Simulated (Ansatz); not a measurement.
`[CH3][AlH][C](=N)[SeH]` + `CBF` → `CB(F)[SeH]` + `[CH3][AlH][CH]=N`  (formal exchange of groups at the Se–C bond)

Gas-phase electronic energies from Ansatz, PBE0-D4/def2-TZVP geometries. CCSD(T)/CBS is the MP2 limit (def2-TZVPP, def2-QZVPP) plus CCSD(T) − MP2 in def2-TZVPP, frozen cores. This one scheme is used for every species. DFT in def2-TZVPP. For Se outer-core shells are correlated without core-valence functions, which leaves a few kJ/mol of doubt a bond. Scalar relativity is left out up to krypton. Each species was taken in one conformer, which may not be the lowest.

| species | PBE-D4 energy (Eh) |
| --- | --- |
| `[CH3][AlH][C](=N)[SeH]` | -2777.93418 |
| `CBF` | -165.12997 |
| `CB(F)[SeH]` | -2566.37017 |
| `[CH3][AlH][CH]=N` | -376.71728 |

(1) Work out ΔE.

Largest T1 diagnostic among the species: 0.012.

Answers

(1) ΔE = (-2566.37017) + (-376.71728) − (-2777.93418) − (-165.12997) = -0.02330 Eh = -0.63 eV. CCSD(T)/CBS gives -0.75 eV.

From PBE to PBE0 (25 % exact exchange), in def2-TZVPP and without D4, ΔE moves by −0.09 eV. The D4 term adds +0.04 eV with B3LYP and +0.02 eV with PBE0; it sums over pairs of atoms, weighted by their polarisabilities, and B3LYP, whose exchange is more repulsive, gets the larger term. In def2-TZVPP, CCSD(T) changes the Hartree–Fock value by +0.11 eV (the triples alone add +0.04 eV) and MP2 by +0.14 eV.

B3LYP here is the variant with VWN-RPA as its local correlation; programs differ in this.
